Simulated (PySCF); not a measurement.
**The potential of point charges around `[BH2][GeH3]`**

Species: `[BH2][GeH3]`. Coordinates (PBE0-D3(BJ)/def2-SVP, Å) and charges (e) from the PBE0/pcSseg-1 density (PySCF):

```
atom       x       y       z  Mulliken      IAO  Hirshfeld  ESP-fitted
  B1   1.202  -0.013  -0.144   +0.0159  -0.1521    +0.1042     +0.3600
 Ge2  -0.853   0.048  -0.032   -0.0778  +0.3021    +0.2125     +0.0293
  H3   1.878   0.987  -0.171   +0.0282  +0.0314    -0.0531     -0.1298
  H4   1.761  -1.083  -0.183   +0.0261  +0.0309    -0.0531     -0.1337
  H5  -1.454   1.466   0.010   -0.0002  -0.0796    -0.0746     -0.0474
  H6  -1.333  -0.706   1.227   +0.0039  -0.0663    -0.0679     -0.0394
  H7  -1.467  -0.689  -1.243   +0.0039  -0.0664    -0.0680     -0.0390
```

Points outside the species (Å): A (1.9, 4.2, -2.2); B (4.6, -0.1, 1.1); C (-3.5, -1.3, -4.7); D (5.7, 1.7, -1.3); E (-0.2, -1.5, 3.7).

Q: Find the potential V = 14.3996 V·Å × Σ q/r of each set of charges at these points.

A: In volts:

```
point  nearest atom  distance (Å)  Mulliken     IAO  Hirshfeld  ESP-fitted
    A            H3          3.80    +0.032  +0.001     +0.016      +0.022
    B            H3          3.19    +0.122  -0.034     +0.007      +0.045
    C            H7          4.06    -0.037   0.000     -0.016      -0.022
    D            H3          4.05    +0.074  -0.014     +0.003      +0.018
    E            H6          2.83    -0.025  -0.005     +0.012      +0.035
```

Q: How far are the other sets from the ESP-fitted one at these points?

A: Root-mean-square difference: Hirshfeld 0.021 V, IAO 0.044 V, Mulliken 0.051 V. The ESP scheme is a least-squares fit of atom-centred charges to the potential on four shells outside the van der Waals surface, with the total charge fixed.

Q: What energy would a point charge of -2 e have at B in the field of the ESP charges, leaving out polarisation?

A: -0.090 eV = -8.7 kJ/mol, an attraction.

Geometry: PBE0-D3(BJ)/def2-SVP; no solvent, vibrations or thermal averaging. The calculation is non-relativistic, for germanium too.

The run behind these numbers computed NMR shieldings as well. Hardware: one thread of an Arm Neoverse V2, no GPU, shared host. Cost: 3.4 s of wall time.
